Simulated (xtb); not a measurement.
xtb input (GFN2-xTB):

```bash
xtb mol.xyz --gfn 2 --ohess tight --chrg -1 --uhf 0
```
mol.xyz:
```
13

C     -1.36999004     1.41942577     0.31889385
Si    -0.42537639     0.10160197    -0.80955073
C     -1.21168818    -1.54978961    -0.12244228
Si     1.63998128    -0.02195016     0.44249985
H     -1.35625448     1.06810567     1.37624978
H     -2.35400287     1.45469252    -0.00513157
H     -0.90053849     2.34637961     0.29837045
H     -1.20966269    -1.59179309     0.94972800
H     -0.63803964    -2.45050237    -0.46929785
H     -2.20168398    -1.61482925    -0.45896812
H      1.55798892    -0.23159184     1.92803277
H      2.61958702    -1.04808643     0.04991222
H      2.47941901     1.27822176     0.40708606
```

Output:

```
           -------------------------------------------------
          |                Calculation Setup                |
           -------------------------------------------------

           -------------------------------------------------
          |                 G F N 2 - x T B                 |
           -------------------------------------------------

        Reference                      10.1021/acs.jctc.8b01176
      * Hamiltonian:
        H0-scaling (s, p, d)           1.850000    2.230000    2.230000
        zeta-weighting                 0.500000
      * Dispersion:
        s8                             2.700000
        a1                             0.520000
        a2                             5.000000
        s9                             5.000000
      * Repulsion:
        kExp                           1.500000    1.000000
        rExp                           1.000000
      * Coulomb:
        alpha                          2.000000
        third order                    shell-resolved
        anisotropic                    true
        a3                             3.000000
        a5                             4.000000
        cn-shift                       1.200000
        cn-exp                         4.000000
        max-rad                        5.000000

          ...................................................
          :                      SETUP                      :
          :.................................................:
          :  # basis functions                  37          :
          :  # atomic orbitals                  35          :
          :  # shells                           19          :
          :  # electrons                        26          :
          :  max. iterations                   250          :
          :  Hamiltonian                  GFN2-xTB          :
          :  restarted?                      false          :
          :  GBSA solvation                  false          :
          :  PC potential                    false          :
          :  electronic temp.          300.0000000     K    :
          :  accuracy                    1.0000000          :
          :  -> integral cutoff          0.2500000E+02      :
          :  -> integral neglect         0.1000000E-07      :
          :  -> SCF convergence          0.1000000E-05 Eh   :
          :  -> wf. convergence          0.1000000E-03 e    :
          :  Broyden damping             0.4000000          :
          :  net charge                         -1          :
          :  unpaired electrons                  0          :
          ...................................................

 iter      E             dE          RMSdq      gap      omega  full diag
   1    -12.4899797 -0.124900E+02  0.847E+00    3.01       0.0  T
   2    -12.5691598 -0.791801E-01  0.681E+00    2.23       1.0  T
   3    -12.5770153 -0.785549E-02  0.369E+00    3.18       1.0  T
   4    -12.5912937 -0.142784E-01  0.871E-01    3.06       1.0  T
   5    -12.5922253 -0.931566E-03  0.546E-01    3.13       1.0  T
   6    -12.5923173 -0.920403E-04  0.250E-01    3.11       1.0  T
[...]
 * 3 distinct bonds (by element types)

   Z      Z             #   av. dist./Å        max./Å        min./Å
   1 H    6 C           6     1.0914840     1.0932031     1.0904126
   1 H   14 Si          3     1.4945341     1.5014880     1.4909825
  14 Si  14 Si          1     2.2538964     2.2538964     2.2538964

           -------------------------------------------------
          |               Frequency Printout                |
           -------------------------------------------------
 projected vibrational frequencies (cm⁻¹)
eigval :       -0.00    -0.00    -0.00     0.00     0.00     0.00
eigval :      114.61   143.95   154.59   155.80   173.69   223.25
eigval :      426.74   436.16   523.23   638.70   664.12   773.36
eigval :      780.85   798.71   812.69   873.38   898.87   944.59
eigval :     1368.51  1373.36  1535.67  1540.28  1546.86  1552.79
eigval :     1850.70  1919.57  1962.57  2915.46  2922.34  2960.21
eigval :     2967.90  2977.31  2980.69
 reduced masses (amu)
   1: 21.20   2: 19.02   3: 14.81   4: 18.72   5: 15.61   6: 17.01   7:  6.51   8:  5.38
   9:  2.62  10:  3.81  11: 12.56  12: 12.81  13:  6.59  14:  5.66  15: 21.82  16: 15.98
  17: 15.83  18:  3.18  19:  3.32  20:  4.17  21:  5.73  22:  2.60  23:  2.94  24:  1.72
  25:  2.99  26:  2.97  27:  1.65  28:  1.63  29:  1.66  30:  1.63  31:  1.93  32:  1.96
  33:  1.49  34:  1.82  35:  1.79  36:  1.92  37:  1.90  38:  1.41  39:  1.42
 IR intensities (km·mol⁻¹)
   1:  6.95   2:  8.90   3:  3.90   4:  7.64   5:  5.20   6:  3.23   7:  2.94   8:  0.12
   9:  0.10  10:  0.01  11:  0.76  12:  3.57  13: 39.55  14: 28.90  15:  8.01  16: 28.24
  17: 50.72  18:  2.28  19: 10.60  20: 73.15  21: 99.66  22:344.37  23:733.83  24:154.04
  25:  8.60  26: 11.37  27:  0.38  28:  7.96  29:  0.08  30:  6.68  31:767.11  32:823.22
  33:397.98  34:  1.76  35:197.22  36: 29.23  37:215.16  38:118.21  39: 21.66
 Raman intensities (Ä⁴*amu⁻¹)
   1:  0.00   2:  0.00   3:  0.00   4:  0.00   5:  0.00   6:  0.00   7:  0.00   8:  0.00
   9:  0.00  10:  0.00  11:  0.00  12:  0.00  13:  0.00  14:  0.00  15:  0.00  16:  0.00
Molecule has the following symmetry elements: (sigma)
It seems to be the Cs point group
  17:  0.00  18:  0.00  19:  0.00  20:  0.00  21:  0.00  22:  0.00  23:  0.00  24:  0.00
  25:  0.00  26:  0.00  27:  0.00  28:  0.00  29:  0.00  30:  0.00  31:  0.00  32:  0.00
  33:  0.00  34:  0.00  35:  0.00  36:  0.00  37:  0.00  38:  0.00  39:  0.00
 output can be read by thermo (or use thermo option).
 writing <g98.out> molden fake output.
 recommended (thermochemical) frequency scaling factor: 1.0
           -------------------------------------------------
          |             Thermodynamic Functions             |
           -------------------------------------------------

cs  symmetry found (for desy threshold:  0.10E+00) used in thermo

          ...................................................
          :                      SETUP                      :
          :.................................................:
          :  # frequencies                          33      :
          :  # imaginary freq.                       0      :
          :  linear?                             false      :
          :  only rotor calc.                    false      :
          :  symmetry                               cs      :
          :  rotational number                       1      :
          :  scaling factor                  1.0000000      :
          :  rotor cutoff                   50.0000000 cm⁻¹ :
          :  imag. cutoff                  -20.0000000 cm⁻¹ :
          :.................................................:

    mode    ω/cm⁻¹     T·S(HO)/kcal·mol⁻¹    T·S(FR)/kcal·mol⁻¹   T·S(vib)
   ------------------------------------------------------------------------
       1    114.61    -0.95087 ( 96.50%)    -0.81055 (  3.50%)    -0.94597
       2    143.95    -0.82013 ( 98.57%)    -0.74309 (  1.43%)    -0.81902
       3    154.59    -0.77964 ( 98.92%)    -0.72197 (  1.08%)    -0.77902
       4    155.80    -0.77524 ( 98.95%)    -0.71967 (  1.05%)    -0.77466
       5    173.69    -0.71410 ( 99.32%)    -0.68748 (  0.68%)    -0.71392
       6    223.25    -0.57619 ( 99.75%)    -0.61315 (  0.25%)    -0.57628
   ------------------------------------------------------------------------

   temp. (K)  partition function   enthalpy   heat capacity  entropy
                                   cal/mol     cal/K/mol   cal/K/mol   J/K/mol
 298.15  VIB   80.0                 3333.894     21.785     19.866
         ROT  0.153E+06              888.752      2.981     26.699
         INT  0.122E+08             4222.647     24.766     46.565
         TR   0.816E+27             1481.254      4.968     39.362
         TOT                        5703.9007    29.7344    85.9270   359.5185

       T/K    H(0)-H(T)+PV         H(T)/Eh          T*S/Eh         G(T)/Eh
   ------------------------------------------------------------------------
    298.15    0.908974E-02    0.104571E+00    0.408267E-01    0.637445E-01
   ------------------------------------------------------------------------

         :::::::::::::::::::::::::::::::::::::::::::::::::::::
         ::                  THERMODYNAMIC                  ::
         :::::::::::::::::::::::::::::::::::::::::::::::::::::
         :: total free energy         -12.386713408530 Eh   ::
         ::.................................................::
         :: total energy              -12.450457887080 Eh   ::
         :: zero point energy           0.095481416469 Eh   ::
         :: G(RRHO) w/o ZPVE           -0.031736937919 Eh   ::
         :: G(RRHO) contrib.            0.063744478550 Eh   ::
         :::::::::::::::::::::::::::::::::::::::::::::::::::::

optimized geometry written to: xtbopt.xyz

           -------------------------------------------------
          | TOTAL ENERGY              -12.450457887080 Eh   |
          | TOTAL ENTHALPY            -12.345886726281 Eh   |
          | TOTAL FREE ENERGY         -12.386713408530 Eh   |
          | GRADIENT NORM               0.000168177937 Eh/α |
          | HOMO-LUMO GAP               3.101804897223 eV   |
           -------------------------------------------------

------------------------------------------------------------------------
Note: The following floating-point exceptions are signalling: IEEE_UNDERFLOW_FLAG IEEE_DENORMAL
normal termination of xtb
------------------------------------------------------------------------
 total:
 SCF:
 ANC optimizer:
 analytical hessian:
```

It need not be the lowest isomer of its formula. Whether it binds its extra electron was not tested at this geometry.
